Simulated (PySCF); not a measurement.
Match the calculated data to a structure.

All candidates are C5H11B.

- Polarisability: 73.1 au [PBE0/def2-SVPD]
- Rotational structure: rotational constants A, B, C: 4.398, 3.757, 2.413 GHz [PBE0-D3(BJ)/def2-SVP]
- Dipole: 0.83 D [PBE0/def2-SVPD]
- UV, first state: lowest singlet excitation: 5.23 eV (237 nm, f = 0.001) [TDDFT PBE0/def2-SVPD]
- UV, strongest line: among the 6 lowest singlet transitions: S3 at 6.27 eV (198 nm, f = 0.020) [TDDFT PBE0/def2-SVPD]

Electronic properties: PySCF, gas phase, density fitting. Levels stand in brackets. Geometry: PBE0-D3(BJ)/def2-SVP, one conformer, isolated molecule.

Problem. Which candidate is it?
A. `B[C@H](C)CC=C`
B. `CBC/C=C/C`
C. `B[C@@H]1CC[C@@H]1C`

Solution. C. It is `B[C@@H]1CC[C@@H]1C`. Numbering: `[BH2:1][C@@H:2]1[CH2:3][CH2:4][C@@H:5]1[CH3:6]`. S1 is mainly HOMO→LUMO (weight 0.96); the largest Löwdin shares of the orbital it empties are 0.23 on the sp3 carbon bound to boron, 0.18 on the three-coordinate boron and 0.13 on each of 2 atoms of one kind (four-membered-ring carbon), of the orbital it fills 0.53 on the three-coordinate boron, 0.13 on the sp3 carbon bound to boron and 0.10 on each of 2 atoms of one kind (B–H hydrogen). The optimised geometry has point group C1 and is an asymmetric top.

The others, at the same levels:
- `B[C@H](C)CC=C` fails: its computed lowest singlet excitation is 4.97 eV (249 nm, f = 0.006) (against 5.23 eV), strongest line among the 6 lowest singlet transitions is S5 at 7.11 eV (174 nm, f = 0.060) (against S3 at 6.27 eV) and static isotropic polarisability is 77.4 au (against 73.1 au).
- `CBC/C=C/C` fails: its computed lowest singlet excitation is 4.82 eV (257 nm, f = 0.001) (against 5.23 eV), strongest line among the 6 lowest singlet transitions is S5 at 6.85 eV (181 nm, f = 0.016) (against S3 at 6.27 eV) and static isotropic polarisability is 79.9 au (against 73.1 au).

Each candidate is one conformer, not necessarily the lowest. The conformers computed, where there is a choice (atom-mapped SMILES and torsion angles):
- `[BH2:1][C@H:2]([CH3:3])[CH2:4][CH:5]=[CH2:6]`: B1–C2–C4–C5 -56°, C2–C4–C5–C6 123°
- `[CH3:1][BH:2][CH2:3]/[CH:4]=[CH:5]/[CH3:6]`: C1–B2–C3–C4 156°, B2–C3–C4–C5 -127°
